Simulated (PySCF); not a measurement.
Br2F2Si.

```xyz
5

F      0.0000    -1.2872     1.6148
Si     0.0000     0.0000     0.6633
F      0.0000     1.2872     1.6148
Br    -1.8089     0.0000    -0.5479
Br     1.8089     0.0000    -0.5479
```

Geometry optimised at PBE0-D3(BJ)/def2-SVP.

Calculation: HF/pcSseg-1 run with PySCF. Non-relativistic, no solvent.

Computed absolute GIAO shielding of each atom: isotropic value and principal components (ppm):
```json
[
 {"atom": "F1", "σ(iso)": "318.0", "σ11": "276.2", "σ22": "288.0", "σ33": "389.9", "span": "113.7"},
 {"atom": "Si2", "σ(iso)": "417.4", "σ11": "386.6", "σ22": "404.3", "σ33": "461.4", "span": "74.8"},
 {"atom": "F3", "σ(iso)": "318.0", "σ11": "276.2", "σ22": "288.0", "σ33": "389.9", "span": "113.7"},
 {"atom": "Br4", "σ(iso)": "2591.7", "σ11": "2373.0", "σ22": "2413.8", "σ33": "2988.2", "span": "615.2"},
 {"atom": "Br5", "σ(iso)": "2591.7", "σ11": "2373.0", "σ22": "2413.8", "σ33": "2988.2", "span": "615.2"}
]
```
